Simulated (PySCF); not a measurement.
**Correlation energy of O²⁺ (oxygen, charge +2)**

[He] 2s1 2p2 3s1, high-spin 5P determinant (an excited configuration). Calculation: PySCF 2.14, in dyall-acv3z; scalar relativity by spin-free X2C-1e. Frozen: 1s2; 4 electrons correlated; the 13 highest virtual orbitals of each spin left out.

MP2 pair energies summed by pair of shells (mhartree):

```tsv
pair	energy	share (%)
2p-2p	-7.50	39.0
2s-2p	-5.52	28.7
2p-3s	-4.49	23.3
2s-3s	-1.72	9.0
```

Total MP2 correlation energy: -19.24 mhartree.

Same-spin part -19.24 and opposite-spin part 0.00 mhartree; SCS-MP2 scales them by 1/3 and 6/5 to -6.41 mhartree.
